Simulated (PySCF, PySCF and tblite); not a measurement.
A run on one conformer of C₄H₆N₂Si, numbered as in [SiH3:1][c:2]1[cH:3][cH:4][n:5][n:6][cH:7]1, from an ensemble study. The sound level was mPW1PW91/pcSseg-1 (IEF-PCM, dichloromethane) on GFN2-xTB geometries.

Input:

```
{"job": {"xc": "HSE06", "basis": "pcSseg-1", "solvent": "chloroform", "scf": {"conv": 1e-07}, "gauge": [0, 0, 0], "kind": "nmr", "pop": false}, "charge": 0, "multiplicity": 1}
Si     2.108595    -0.155177     0.122394
C      0.235132     0.079780     0.024504
C     -0.661364    -0.959838    -0.168100
C     -2.019194    -0.653052    -0.220687
N     -2.478247     0.576452    -0.095568
N     -1.650918     1.563614     0.084865
C     -0.354528     1.345562     0.144157
H      2.713316     0.617855    -0.962199
H      2.389833    -1.582812    -0.026311
H      2.554856     0.336741     1.425636
H     -0.322720    -1.980628    -0.274359
H     -2.770598    -1.416760    -0.368284
H      0.251447     2.228749     0.296222
```

Command: OMP_NUM_THREADS=1 python ens_run.py task.json out

Output:

```
final grid: 110976 points
cycle   1  E = -554.5297390756  dE =  1.071e+00  |g| = 2.705e-01  |ddm| = 3.566e+00
cycle   2  E = -554.5366733132  dE = -6.934e-03  |g| = 1.978e-01  |ddm| = 5.973e-01
cycle   3  E = -554.5440992852  dE = -7.426e-03  |g| = 9.907e-02  |ddm| = 2.623e-01
cycle   4  E = -554.5465370016  dE = -2.438e-03  |g| = 3.073e-02  |ddm| = 1.217e-01
cycle   5  E = -554.5467499307  dE = -2.129e-04  |g| = 9.602e-03  |ddm| = 3.859e-02
cycle   6  E = -554.5467686885  dE = -1.876e-05  |g| = 2.876e-03  |ddm| = 8.720e-03
cycle   7  E = -554.5467706209  dE = -1.932e-06  |g| = 3.085e-04  |ddm| = 2.468e-03
cycle   8  E = -554.5467706356  dE = -1.469e-08  |g| = 1.891e-04  |ddm| = 4.051e-04
converged SCF energy = -554.5467706356

GIAO shielding tensors (ppm)
atom      isotropic    diamagn.    paramagn.     s11        s22        s33       span
  0 Si     430.495     938.386    -507.891    384.271    438.256    468.958     84.687
  1 C      121.411     504.277    -382.865    -31.948    100.362    295.820    327.768
  2 C       87.623     438.105    -350.482    -39.420     70.707    231.583    271.003
  3 C       49.094     372.938    -323.844    -68.661     34.630    181.313    249.974
  4 N     -195.086     360.334    -555.420   -631.631   -182.983    229.355    860.987
  5 N     -175.146     397.546    -572.692   -604.371   -168.439    247.371    851.743
  6 C       65.621     441.702    -376.081    -67.276     59.037    205.102    272.379
  7 H        8.038       5.389       2.649    -40.532     -5.674     70.321    110.854
  8 H       13.825      15.911      -2.086    -34.645      2.344     73.775    108.420
  9 H        7.995       5.298       2.696    -40.552     -5.765     70.300    110.852
 10 H       39.792      60.875     -21.084     16.280     43.016     60.078     43.798
 11 H       13.372     -55.409      68.781     -6.633      9.598     37.151     43.784
 12 H       34.635      42.669      -8.034      6.633     36.865     60.409     53.776
```

Q: What is wrong with this calculation?

A: The setting at fault: common gauge origin in a small basis. (The functional and solvent model also differ from the sound level's.) The run converged.
